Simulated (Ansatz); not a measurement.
Gas-phase electronic energies from Ansatz, PBE0-D4/def2-TZVP geometries. CBS: MP2 limit from def2 TZ/QZ plus the TZ coupled-cluster correction, frozen cores. For Ge outer-core shells are correlated without core-valence functions, which leaves a few kJ/mol of doubt a bond. Scalar relativity is left out up to krypton. One conformer a species, not always the lowest.

Consider the redistribution: `F[SiH2][O][GeH2][Cl]` + `Cl[SiH2]S[SiH2]Cl` → `Cl[SiH2][S][GeH2][Cl]` + `F[SiH2]O[SiH2]Cl`.

`F[SiH2][O][GeH2][Cl]`:

Z-matrix (Å, degrees):
```
Si
O 1 1.623
F 1 1.597 2 109.6
H 1 1.479 2 111.5 3 -118.2
H 1 1.477 2 107.7 3 117.1
Ge 2 1.763 1 137.7 3 55.8
Cl 6 2.146 2 107.7 1 35.2
H 6 1.529 2 109.1 1 -82.0
H 6 1.528 2 106.7 1 151.6
```

`Cl[SiH2]S[SiH2]Cl`:

Z-matrix (Å, degrees):
```
Si
S 1 2.129
Cl 1 2.051 2 112.0
H 1 1.476 2 111.5 3 120.1
H 1 1.478 2 105.3 3 -118.3
Si 2 2.129 1 100.8 3 -53.1
Cl 6 2.051 2 112.0 1 -53.2
H 6 1.476 2 111.5 1 66.9
H 6 1.478 2 105.3 1 -171.5
```

`Cl[SiH2][S][GeH2][Cl]`:

Cartesian coordinates in Å:
```
Cl -1.663 1.318 1.307
Si -1.649 -0.256 -0.012
S -0.171 -0.014 -1.520
Ge 1.639 0.277 -0.273
Cl 1.825 -1.335 1.141
H -2.939 -0.287 -0.733
H -1.426 -1.481 0.781
H 1.555 1.568 0.542
H 2.829 0.209 -1.232
```

`F[SiH2]O[SiH2]Cl`:

Cartesian coordinates in Å:
```
F -2.273 0.845 -0.038
Si -1.361 -0.252 -0.746
O -0.048 -0.525 0.170
Si 1.326 0.048 0.825
Cl 2.103 1.526 -0.364
H -0.967 0.279 -2.067
H -2.134 -1.507 -0.820
H 1.046 0.636 2.150
H 2.308 -1.051 0.890
```

```
                species  SCS-MP2/def2-QZVPP energy (Eh)
 `F[SiH2][O][GeH2][Cl]`                     -3002.13482
    `Cl[SiH2]S[SiH2]Cl`                     -1897.88286
`Cl[SiH2][S][GeH2][Cl]`                     -3684.66088
     `F[SiH2]O[SiH2]Cl`                     -1215.37953
```

Question: Work out ΔE.

Answer: ΔE = (-3684.66088) + (-1215.37953) − (-3002.13482) − (-1897.88286) = -0.02273 Eh = -14.3 kcal/mol. CCSD(T)/CBS gives -14.3 kcal/mol.

Largest T1 diagnostic among the species: 0.011.

In def2-TZVPP, CCSD(T) changes the Hartree–Fock value by +1.8 kcal/mol (the triples alone add +0.4 kcal/mol) and MP2 by +1.7 kcal/mol. From PBE to PBE0 (25 % exact exchange), in def2-TZVPP and without D4, ΔE moves by −0.7 kcal/mol.
